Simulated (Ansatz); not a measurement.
# InCl (SMILES [Cl][In]): the energy, rung by rung

InCl has 2 atoms, charge 0, and is taken as a singlet. As SMILES, `[Cl][In]`. The shape comes from GFN2-xTB, which is rough for such elements, and wasn't checked as a minimum.

```xyz
2

Cl    0.0000    0.0000    0.0000
In    0.0000    0.0000    2.3857
```

Quantity: the energy change with the Cl1–In2 bond stretched from 2.386 to 2.982 Å, in eV. The values are calculated.

| level | kind | program | value (eV) | less FCI/STO-3G | CPU time (all runs) |
| --- | --- | --- | --- | --- | --- |
| r2SCAN/STO-3G (restricted) | meta-GGA | Ansatz | 1.59 | +0.05 | 6.6 s |
| BHLYP/STO-3G (restricted) | global hybrid | Ansatz | 1.63 | +0.09 | 2.7 s |
| PBE0/STO-3G (restricted) | global hybrid | Ansatz | 1.59 | +0.05 | 2.7 s |
| HSE06/STO-3G (restricted) | range-separated hybrid | Ansatz | 1.58 | +0.04 | 3.1 s |
| wB97M-V/STO-3G (restricted) | range-separated hybrid | Ansatz | 1.69 | +0.15 | 30 s |
| RPA@PBE/STO-3G (restricted) | RPA | Ansatz | 1.36 | -0.18 | 3.7 s |
| MP2/STO-3G (restricted) | perturbation theory | Ansatz | 1.58 | +0.04 | 0.95 s |
| CCSD/STO-3G (restricted) | coupled cluster or CI | Ansatz | 1.53 | -0.01 | 1.1 s |
| FCI/STO-3G | exact in the basis | Ansatz | 1.54 | 0.00 | 1.8 s |

FCI/STO-3G is exact within its basis and frozen core, so for wave-function methods in that basis the difference is their error; functionals converge differently with the basis, so for them it is only a difference. All-electron rows without a relativistic Hamiltonian named are non-relativistic. The first shape isn't each level's own minimum. The values span 1.36 to 1.69 eV. All rows use very small basis sets, so none should be taken for the real molecule's value. In the correlated wave-function rows the outer d shell of In is correlated, in sets not made for it. Times are those of the runs behind each value, whatever else they computed, on shared processors of several kinds: orders of magnitude only.
